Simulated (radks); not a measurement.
Values are calculated unless marked as measured or tabulated.
Spherical quantum dot in the effective-mass picture: electrons in a parabolic well V = omega^2 r^2 / 2 with omega = 0.124, all in effective atomic units (hartree* = m*/eps^2 hartree, bohr* = eps/m* bohr), one dielectric constant everywhere. Level of theory: non-relativistic Kohn-Sham, LDA (Slater exchange, Perdew-Wang correlation), spin-polarised, spherical densities (a radial shooting solver with Libxc functionals). Levels are named by radial order and angular momentum (1s, 1p, 1d, 2s, ...), and open shells are averaged over m. At N = 20 the configuration is 1s2 1p6 1d10 2s2. Does electron 21 go into 1f up or 2p up?

Answer. Into 1f up. The total energies of the other choices lie higher by 0.0394 hartree* (2p up).
